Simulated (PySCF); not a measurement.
**Solvent effects on NMR parameters**

Mapped SMILES: `[CH2:1]=[CH:2][c:3]1[cH:4][cH:5][c:6]([N:7]=[CH2:8])[cH:9][cH:10]1` (H(Xn): hydrogen on atom n). Ha(C1) is cis to C3; Ha(C8) is cis to C6; Hb(C1) is trans to C3; Hb(C8) is trans to C6.

GIAO PBE0/pcSseg-1 in PySCF on one PBE0-D3(BJ)/def2-SVP conformer, non-relativistic, equivalent nuclei averaged. Solvents enter as an IEF-PCM continuum (cyclohexane with ε = 2.0, dimethylsulfoxide with ε = 46.8) around the gas-phase geometry. Shifts are referred to TMS computed in the same medium.

In cyclohexane, δ in ppm: C8 159.5, C6 158.2, C2 144.5, C3 139.6, C4/C10 132.9, C5/C9 126.3, C1 119.4, H(C4)/H(C10) 7.64, Ha(C8) 7.59, Hb(C8) 7.41, H(C5)/H(C9) 7.15, H(C2) 6.70, Ha(C1) 6.25, Hb(C1) 5.60. Dipole moment 1.75 D.

(1) How does each δ change in the more polar medium?

(2) Which nuclei move most (in ppm), and what does the model miss?

Results:

(1) 
```tsv
atoms	environment	Δδ, dimethylsulfoxide
C8	C=N carbon	+5.5
C6	aromatic carbon bearing nitrogen	+0.5
C2	alkene CH	+0.5
C3	substituted aromatic carbon	+0.5
C4/C10	aromatic CH	+1.1
C5/C9	aromatic CH	+1.1
C1	terminal =CH2 carbon	+1.9
H(C4)/H(C10)	hydrogen on an aromatic CH	+0.19
Ha(C8)	hydrogen on a C=N carbon	+0.18
Hb(C8)	hydrogen on a C=N carbon	+0.16
H(C5)/H(C9)	hydrogen on an aromatic CH	+0.14
H(C2)	hydrogen on an alkene CH	+0.15
Ha(C1)	hydrogen on a terminal =CH2 carbon	+0.16
Hb(C1)	hydrogen on a terminal =CH2 carbon	+0.16
```

Changes are relative to cyclohexane. The dipole moment becomes 2.19 D in dimethylsulfoxide.

(2) C8 (C=N carbon, +5.5 ppm) in dimethylsulfoxide. A continuum only polarises the solute; specific hydrogen bonds, the anisotropy of aromatic solvents and changes of geometry or conformer are outside it.
